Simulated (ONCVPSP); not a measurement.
## Logarithmic derivatives: Cs (Z = 55), ONCV

| Property | Result |
| --- | --- |
| Element | Cs (Z = 55) |
| Generator | ONCVPSP 4.0.1 |
| Type | optimised norm-conserving Vanderbilt (ONCV) |
| Functional | PBEsol |
| Relativity | scalar-relativistic |
| Frozen core | [Kr] 4d10 |
| Valence charge | 9 |
| Reference configuration | 5s2 5p6 5d1 |
| Partial waves | 5s: rc 2.05 bohr, ncon 4, nbas 7, qcut 3.2 1/bohr, 3 projectors, debl 2.6 Ha; 5p: rc 2.60 bohr, ncon 5, nbas 9, qcut 4.9 1/bohr, 2 projectors, debl 2.5 Ha; 5d: rc 4.00 bohr, ncon 4, nbas 8, qcut 2.4 1/bohr, 3 projectors, debl 1.8 Ha |
| Local potential | polynomial inside 1.90 bohr (lpopt 4, dvloc0 6 Ha) |
| Core correction | Teter function fitted to the true core (icmod 2), fcfact 0.45 |

The phase is arctan(r·R′/R) of the radial function R(r), unwrapped; energies in Ha, scanned from -2 to 5 Ha. A pole is an energy at which the radial function vanishes at the test radius. The pseudo phase is shifted by a multiple of π to meet the all-electron one at the reference energy, and phase errors are pseudo minus all-electron; the curves can meet again beyond the range given. Levels narrower than the energy grid can be missing from the lists of poles.

Task: For each channel, where are the poles, and over which energies does the pseudopotential scatter like the atom?

Result:

```
channel  radius (bohr)  reference energy (Ha)  poles, all-electron            poles, pseudo  unbroken range about the reference energy with phases within 0.05 rad  phase error 1 Ha above the reference energy (rad)
      s           2.08                  -0.99                -0.02                    -0.02                                                        the whole range                                             -0.000
      p           2.64                  -0.51          -0.06, 3.78              -0.07, 3.75                                                        the whole range                                             -0.001
      d           4.07                  -0.02     0.21, 1.60, 3.80  -0.15, 0.33, 1.60, 3.81                                                             0.0 to 0.1                                             +0.265
```

Note: ghosts flagged at negative energy: d at -4.1 eV; no localised positive-energy state flagged. A true bound ghost makes a file unfit for plane-wave use.

Phases in the p channel:

```json
{"E (Ha)": "-1.98", "all-electron": "1.273", "pseudo": "1.273"}
{"E (Ha)": "-1.80", "all-electron": "1.242", "pseudo": "1.241"}
{"E (Ha)": "-1.62", "all-electron": "1.198", "pseudo": "1.198"}
{"E (Ha)": "-1.44", "all-electron": "1.134", "pseudo": "1.133"}
{"E (Ha)": "-1.26", "all-electron": "1.028", "pseudo": "1.027"}
{"E (Ha)": "-1.08", "all-electron": "0.822", "pseudo": "0.821"}
{"E (Ha)": "-0.90", "all-electron": "0.326", "pseudo": "0.325"}
{"E (Ha)": "-0.72", "all-electron": "-0.596", "pseudo": "-0.596"}
{"E (Ha)": "-0.54", "all-electron": "-1.157", "pseudo": "-1.157"}
{"E (Ha)": "-0.36", "all-electron": "-1.391", "pseudo": "-1.391"}
{"E (Ha)": "-0.18", "all-electron": "-1.515", "pseudo": "-1.515"}
{"E (Ha)": "0.00", "all-electron": "-1.597", "pseudo": "-1.597"}
{"E (Ha)": "0.18", "all-electron": "-1.663", "pseudo": "-1.663"}
{"E (Ha)": "0.36", "all-electron": "-1.724", "pseudo": "-1.725"}
{"E (Ha)": "0.54", "all-electron": "-1.791", "pseudo": "-1.791"}
{"E (Ha)": "0.72", "all-electron": "-1.873", "pseudo": "-1.874"}
{"E (Ha)": "0.90", "all-electron": "-1.993", "pseudo": "-1.994"}
{"E (Ha)": "1.08", "all-electron": "-2.195", "pseudo": "-2.197"}
{"E (Ha)": "1.26", "all-electron": "-2.595", "pseudo": "-2.598"}
{"E (Ha)": "1.44", "all-electron": "-3.299", "pseudo": "-3.301"}
{"E (Ha)": "1.62", "all-electron": "-3.899", "pseudo": "-3.900"}
{"E (Ha)": "1.80", "all-electron": "-4.201", "pseudo": "-4.201"}
{"E (Ha)": "1.98", "all-electron": "-4.358", "pseudo": "-4.358"}
{"E (Ha)": "2.16", "all-electron": "-4.451", "pseudo": "-4.451"}
{"E (Ha)": "2.34", "all-electron": "-4.513", "pseudo": "-4.514"}
{"E (Ha)": "2.52", "all-electron": "-4.558", "pseudo": "-4.559"}
{"E (Ha)": "2.70", "all-electron": "-4.593", "pseudo": "-4.593"}
{"E (Ha)": "2.88", "all-electron": "-4.620", "pseudo": "-4.621"}
{"E (Ha)": "3.06", "all-electron": "-4.643", "pseudo": "-4.644"}
{"E (Ha)": "3.24", "all-electron": "-4.663", "pseudo": "-4.664"}
{"E (Ha)": "3.42", "all-electron": "-4.681", "pseudo": "-4.682"}
{"E (Ha)": "3.60", "all-electron": "-4.697", "pseudo": "-4.699"}
{"E (Ha)": "3.78", "all-electron": "-4.713", "pseudo": "-4.715"}
{"E (Ha)": "3.96", "all-electron": "-4.728", "pseudo": "-4.731"}
{"E (Ha)": "4.14", "all-electron": "-4.742", "pseudo": "-4.747"}
{"E (Ha)": "4.32", "all-electron": "-4.758", "pseudo": "-4.764"}
{"E (Ha)": "4.50", "all-electron": "-4.774", "pseudo": "-4.783"}
{"E (Ha)": "4.68", "all-electron": "-4.792", "pseudo": "-4.804"}
{"E (Ha)": "4.86", "all-electron": "-4.813", "pseudo": "-4.830"}
```
